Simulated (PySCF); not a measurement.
CsF⁺: frontier orbitals

B3LYP at R = 3.229 Å; basis Cs def2-SVP with ECP46, F def2-SVP; scalar-relativistic core potentials; PySCF 2.14. State: ²Π (doublet), unpaired electrons π ↑. Only the outer orbitals are listed, counted within each symmetry, core potentials removing the inner ones.

| spin | orbital | occ. | ε (eV) | on Cs (%) | main shells (%) |
| --- | --- | --- | --- | --- | --- |
| α | 2σ | 1 | -37.22 | 0 | 100 F s |
| α | 3σ | 1 | -34.08 | 100 | 100 Cs s |
| α | 1π | 1 | -19.79 | 87 | 87 Cs p, 13 F p |
| α | 4σ | 1 | -19.79 | 98 | 98 Cs p |
| α | 1π | 1 | -19.77 | 100 | 100 Cs p |
| α | 2π | 1 | -19.63 | 14 | 86 F p, 13 Cs p |
| α | 5σ | 1 | -17.29 | 4 | 96 F p |
| α | 2π | 1 | -17.22 | 1 | 100 F p |
| α | 6σ | 0 | -5.22 | 100 | 100 Cs s |
| α | 3π | 0 | -3.31 | 100 | 98 Cs d |
| α | 1δ | 0 | -3.29 | 100 | 100 Cs d |
| β | 2σ | 1 | -34.76 | 1 | 99 F s |
| β | 3σ | 1 | -34.08 | 99 | 99 Cs s |
| β | 4σ | 1 | -19.78 | 99 | 99 Cs p |
| β | 1π | 1 | -19.77 | 100 | 100 Cs p |
| β | 1π | 1 | -19.77 | 100 | 100 Cs p |
| β | 5σ | 1 | -16.43 | 3 | 97 F p |
| β | 2π | 1 | -16.35 | 1 | 99 F p |
| β | 2π | 0 | -11.62 | 1 | 99 F p |
| β | 6σ | 0 | -5.21 | 100 | 99 Cs s |
| β | 1δ | 0 | -3.29 | 100 | 100 Cs d |

Task: Which are the highest filled and the lowest empty level, where do they sit, and how wide is the gap?

Result: Highest filled β 2π at -16.35 eV (in %: 99 F p); lowest empty β 2π at -11.62 eV (in %: 99 F p); the gap at B3LYP is 4.73 eV. Both belong to one degenerate shell, split only by its one-sided filling, so this is no excitation gap.

The bond order (Mayer) is 0.10. The ⟨S²⟩ is 0.751. The charge on Cs (Mulliken, basis-dependent) is 0.95 and the charge on Cs (Löwdin, basis-dependent) is 0.90. The dipole moment (positive dipole points towards F; it is taken about the centre of mass and depends on that origin) is -1.55 D. The polarisability along the bond is 18.5 bohr³ and the polarisability across the bond is 16.7 bohr³.

Spin–orbit coupling is left out. The state is the lowest determinant that a PBE0 search found; another state may lie lower at other levels.
